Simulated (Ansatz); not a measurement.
Cost and result for the atomization energy of `Cl[B@H-]1[SH+][B@@H-](Cl)[SH+]1` (10 atoms, 10 bonds).

```json
{"atom": "Cl1", "x (Å)": "1.9577", "y (Å)": "-1.9610", "z (Å)": "-0.7702"}
{"atom": "B2", "x (Å)": "0.7287", "y (Å)": "-0.6554", "z (Å)": "-0.8492"}
{"atom": "S3", "x (Å)": "-1.0119", "y (Å)": "-1.1451", "z (Å)": "-0.0740"}
{"atom": "B4", "x (Å)": "-0.9171", "y (Å)": "0.7064", "z (Å)": "0.5844"}
{"atom": "Cl5", "x (Å)": "-1.5219", "y (Å)": "0.9182", "z (Å)": "2.2610"}
{"atom": "S6", "x (Å)": "1.0523", "y (Å)": "0.8246", "z (Å)": "0.4248"}
{"atom": "H7", "x (Å)": "0.5048", "y (Å)": "-0.1959", "z (Å)": "-1.9278"}
{"atom": "H8", "x (Å)": "-0.5355", "y (Å)": "-1.7394", "z (Å)": "1.0375"}
{"atom": "H9", "x (Å)": "-1.4156", "y (Å)": "1.3931", "z (Å)": "-0.2549"}
{"atom": "H10", "x (Å)": "1.1585", "y (Å)": "1.8545", "z (Å)": "-0.4316"}
```

Total charge 0; spin multiplicity 1. All single points use the PBE0-D4/def2-TZVP geometry. Program: Ansatz. All runs use 4 threads of a server CPU on a shared host. Times are those of one run each, without the atoms' runs, and a repeat can differ threefold. Electronic energies, without spin–orbit coupling; frozen cores. CCSD(T)/CBS adds CCSD(T) − MP2 in def2-TZVPP to the MP2 limit, and its time is that of the two runs behind it. T1 = 0.011. B3LYP takes the VWN-RPA correlation (the form of Gaussian; ORCA's B3LYP/G).

CCSD(T)/CBS is a level of theory with its own doubt, some kJ/mol a heavy atom from the limit and from the frozen cores, so smaller differences don't rank the functionals.

```
                            level  functions  wall time
           LDA (SPW92)/def2-TZVPP        286      2.2 s
             revPBE-D4/def2-TZVPP        286      2.6 s
  PBE-D4/def2-TZVPP (with forces)        286      3.2 s
               PBE0-D4/def2-TZVPP        286      4.7 s
          CAM-B3LYP-D4/def2-TZVPP        286        6 s
                 CCSD(T)/def2-SVP        120        6 s
B3LYP-D4/def2-TZVPP (with forces)        286      7.5 s
               ωB97X-V/def2-TZVPP        286       11 s
                B97M-V/def2-TZVPP        286       12 s
 ωB97M-V/def2-TZVPP (with forces)        286       16 s
                   MP2/def2-QZVPP        514       26 s
               CCSD(T)/def2-TZVPP        286    4.3 min
                CCSD(T)/CBS(def2)          –    4.7 min
```

Q: What atomization energy does each give, and how far from CCSD(T)/CBS? (Best estimate.)

A: The calculation gave: 
| level | atomization (kJ/mol) | difference from CCSD(T)/CBS | per bond |
| --- | --- | --- | --- |
| LDA (SPW92)/def2-TZVPP | 3826.4 | 551.1 | 55.1 |
| revPBE-D4/def2-TZVPP | 3314.7 | 39.4 | 3.9 |
| PBE-D4/def2-TZVPP (with forces) | 3388.4 | 113.1 | 11.3 |
| PBE0-D4/def2-TZVPP | 3340.0 | 64.7 | 6.5 |
| CAM-B3LYP-D4/def2-TZVPP | 3266.5 | -8.8 | -0.9 |
| CCSD(T)/def2-SVP | 3093.3 | -182.0 | -18.2 |
| B3LYP-D4/def2-TZVPP (with forces) | 3266.7 | -8.6 | -0.9 |
| ωB97X-V/def2-TZVPP | 3309.3 | 34.0 | 3.4 |
| B97M-V/def2-TZVPP | 3338.1 | 62.8 | 6.3 |
| ωB97M-V/def2-TZVPP (with forces) | 3325.9 | 50.6 | 5.1 |
| MP2/def2-QZVPP | 3336.1 | 60.8 | 6.1 |
| CCSD(T)/def2-TZVPP | 3182.3 | -93.0 | -9.3 |
| CCSD(T)/CBS(def2) | 3275.3 | 0.0 | 0.0 |

Leaving LDA and LC-ωPBE aside and taking each functional with its dispersion term where it has one, the values, not all of them listed here, spread over 202.4 kJ/mol, from BHLYP-D4 to PBE-D4. LDA lies +477.4 kJ/mol from PBE without D4, its usual overbinding. In def2-TZVPP, CCSD(T) changes the Hartree–Fock value by +784.7 kJ/mol (the triples alone add +70.5 kJ/mol) and MP2 by +885.2 kJ/mol; breaking electron pairs costs correlation energy, which Hartree–Fock lacks. From r2SCAN to r2SCAN0 (25 % exact exchange), in def2-TZVPP and without D4, the atomization energy moves by −49.0 kJ/mol: exact exchange takes away binding that semilocal exchange gives to molecules.
